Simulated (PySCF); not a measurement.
C₅H₈FN₃.
Geometry (GFN2-xTB, Å), atoms numbered from 1 in this order:
```
atom  x, y, z in Å
C1    -1.619   -0.935   -0.642
C2    -0.951   -0.041    0.403
C3    -1.361    1.420    0.207
C4     0.527   -0.161    0.287
N5     1.308   -0.580    1.253
N6     2.549   -0.532    0.728
C7     2.437   -0.082   -0.538
F8     3.499    0.066   -1.300
N9     1.203    0.161   -0.854
H10   -2.700   -0.838   -0.579
H11   -1.293   -0.642   -1.636
H12   -1.353   -1.977   -0.480
H13   -1.227   -0.373    1.408
H14   -2.442    1.516    0.274
H15   -1.035    1.764   -0.770
H16   -0.907    2.049    0.969
H17    3.360   -0.805    1.259
```

Definitions: NICS(0) = −σiso at the ring centroid; NICS(1) = −σiso and NICS(1)zz = −σzz at ±1 Å along the ring normal z. Level: GIAO PBE0/pcSseg-1 (PySCF, non-relativistic, gas phase) on the GFN2-xTB geometry, one conformer.

Ring bond lengths (Å), with Mayer bond orders in brackets: C4–N5 1.312 (1.63), N5–N6 1.348 (1.11), N6–C7 1.348 (1.20), C7–N9 1.297 (1.61), N9–C4 1.364 (1.25).

Task: Give the NICS values of each ring in ppm.

Result: 
```json
{"ring": "C4–N5–N6–C7–N9", "type": "5-membered ring with 3 N; formal bonds all aromatic", "NICS(0)": "-12.3", "NICS(1), two faces": "-10.1 / -10.1", "NICS(1)zz, two faces": "-25.6 / -25.6", "rms pucker (Å)": "0.00", "centre to ring atoms, mean (Å)": "1.13"}
```

Task: What can be read from them?

Result: 
- C4–N5–N6–C7–N9: mean NICS(1)zz -25.6 ppm, shielded. For a flat ring without four-coordinate atoms the NICS criterion counts such a value as aromatic.

Task: What does the geometric index give? Use HOMA with the parameters of Krygowski (1993).

Result: 
- C4–N5–N6–C7–N9: HOMA 0.90; the largest term is that of N5–N6, α(R − Ropt)² = 0.20. The geometric and the magnetic index point the same way.

Task: How shielded are the nuclei of the rings and their hydrogens (means over atoms taken as equivalent)?

Result: 
```csv
atoms,environment,σ isotropic (ppm),"principal values of the symmetric part, first atom (ppm)"
C4,substituted aromatic carbon,15.8,"-56.1, 1.6, 101.9"
N5,pyridine-type nitrogen,-42.6,"-244.5, -24.8, 141.5"
N6,pyrrole-type nitrogen,74.7,"-2.5, 100.8, 125.8"
C7,aromatic C–F carbon,19.8,"-41.3, 48.4, 52.3"
N9,pyridine-type nitrogen,20.8,"-144.0, -20.2, 226.4"
H17,N–H hydrogen,22.81,"17.8, 22.8, 27.9"
```
